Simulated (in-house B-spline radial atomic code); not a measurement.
# KLI/ALDAx excitations of B IV (B3+)

Method: KLI/ALDAx. Computed with a B-spline radial code for spherical atoms: linear response of the closed shell 1s2 with the adiabatic LDA exchange kernel on the exchange-only KLI potential; scalar-relativistic (spin-free one-electron X2C), finite nucleus, no spin-orbit coupling, no double excitations, S, P, D and F terms only.

Command:
```bash
python run_td.py task.json out
```
Settings (radii: box in bohr, nucleus in fm):
```
Z                        5
electrons                2
configuration            1s2
hamiltonian              x2c
method                   kli
box_radius               23.08
rms_radius               2.406
intervals                110
```

Cost of the run: 0.3 s on 1 thread of Arm Neoverse V1 (shared host).

The lowest states, in the order of their Tamm-Dancoff energies; the method's threshold (minus the highest occupied level) is 259.71 eV. Labels give the largest channel, * marks a mixed state, and oscillator strengths are full-response dipole values. Semilocal kernels can invert the small singlet-triplet splittings of Rydberg terms. Energies in eV:

| state | full response | Tamm-Dancoff | oscillator strength |
| --- | --- | --- | --- |
| 1s → 2s 3S | 199.12 | 199.15 | - |
| 1s → 2p 3P | 202.40 | 202.43 | - |
| 1s → 2s 1S | 203.69 | 203.78 | - |
| 1s → 2p 1P | 205.50 | 205.53 | 0.607 |
| 1s → 3s 3S | 233.85 | 233.86 | - |
| 1s → 3p 3P | 234.80 | 234.80 | - |
| 1s → 3s 1S | ? | ? | - |
| 1s → 3d 3D | 235.33 | 235.33 | - |
| 1s → 3d 1D | 235.37 | 235.37 | - |
| 1s → 3p 1P | 235.64 | 235.65 | 0.134 |
| 1s → 4s 3S | 245.42 | 245.42 | - |
| 1s → 4p 3P | 245.81 | 245.81 | - |
| 1s → 4s 1S | 245.90 | 245.91 | - |
| 1s → 4d 3D | ? | ? | - |
| 1s → 4d 1D | 246.04 | 246.04 | - |
| 1s → 4f 3F | 246.09 | 246.09 | - |

**Question.** Where does 1s → 3s 1S lie?

**Answer.** At 235.04 eV in full response, 235.07 eV in Tamm-Dancoff.

**Question.** Where does 1s → 4d 3D lie?

**Answer.** At 246.02 eV in full response, 246.02 eV in Tamm-Dancoff.

**Question.** How large is the singlet-triplet splitting of 1s → 2s (S terms) in Tamm-Dancoff?

**Answer.** 4.62 eV, from the unrounded values.

**Question.** What polarisabilities and dispersion coefficient does the method give?

**Answer.** Dipole 0.01957 bohr³, quadrupole 0.003452 bohr⁵, C6 0.002581 hartree·bohr⁶ for two such species.
